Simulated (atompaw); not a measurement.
**An all-electron radial function and its pseudo partner (Cr (Z = 24))**

Columns: radius, all-electron u(r) and pseudo u(r) of the 3p shell (level -47.04 eV) of chromium in the configuration [Ne] 3s2 3p6 3d5 4s0.75 4p0; PBE, scalar-relativistic, PAW (atompaw) scheme, atompaw 4.2.0.5.

```json
{"r (bohr)": "0.088", "all-electron": "-0.4175", "pseudo": "0.0468"}
{"r (bohr)": "0.177", "all-electron": "-0.5512", "pseudo": "0.1797"}
{"r (bohr)": "0.265", "all-electron": "-0.2898", "pseudo": "0.3698"}
{"r (bohr)": "0.354", "all-electron": "0.1139", "pseudo": "0.5856"}
{"r (bohr)": "0.442", "all-electron": "0.4893", "pseudo": "0.7864"}
{"r (bohr)": "0.531", "all-electron": "0.7796", "pseudo": "0.9484"}
{"r (bohr)": "0.619", "all-electron": "0.9667", "pseudo": "1.0533"}
{"r (bohr)": "0.708", "all-electron": "1.0660", "pseudo": "1.1029"}
{"r (bohr)": "0.796", "all-electron": "1.0949", "pseudo": "1.1059"}
{"r (bohr)": "0.885", "all-electron": "1.0744", "pseudo": "1.0755"}
{"r (bohr)": "0.973", "all-electron": "1.0221", "pseudo": "1.0221"}
{"r (bohr)": "1.062", "all-electron": "0.9500", "pseudo": "0.9500"}
{"r (bohr)": "1.150", "all-electron": "0.8693", "pseudo": "0.8693"}
{"r (bohr)": "1.238", "all-electron": "0.7857", "pseudo": "0.7857"}
{"r (bohr)": "1.327", "all-electron": "0.7025", "pseudo": "0.7025"}
{"r (bohr)": "1.415", "all-electron": "0.6241", "pseudo": "0.6241"}
{"r (bohr)": "1.504", "all-electron": "0.5503", "pseudo": "0.5503"}
{"r (bohr)": "1.592", "all-electron": "0.4837", "pseudo": "0.4837"}
{"r (bohr)": "1.681", "all-electron": "0.4229", "pseudo": "0.4229"}
{"r (bohr)": "1.769", "all-electron": "0.3690", "pseudo": "0.3690"}
{"r (bohr)": "1.858", "all-electron": "0.3207", "pseudo": "0.3207"}
{"r (bohr)": "1.946", "all-electron": "0.2785", "pseudo": "0.2785"}
{"r (bohr)": "2.035", "all-electron": "0.2410", "pseudo": "0.2410"}
{"r (bohr)": "2.123", "all-electron": "0.2085", "pseudo": "0.2085"}
{"r (bohr)": "2.212", "all-electron": "0.1799", "pseudo": "0.1799"}
{"r (bohr)": "2.300", "all-electron": "0.1553", "pseudo": "0.1553"}
```

**Question.** How many radial nodes do the two functions have?

**Answer.** The all-electron 3p function has n − l − 1 = 1; the pseudo-wave has 0, since the states of the same l below it are removed with the core.

**Question.** At about which radius was the pseudo-wave matched?

**Answer.** 0.95 bohr, where the columns begin to agree (steps of 0.09 bohr).

**Question.** Is the pseudo-wave norm-conserving?

**Answer.** No, it belongs to a PAW set: the norm inside the radius is not constrained, and the difference is carried by the augmentation charge.
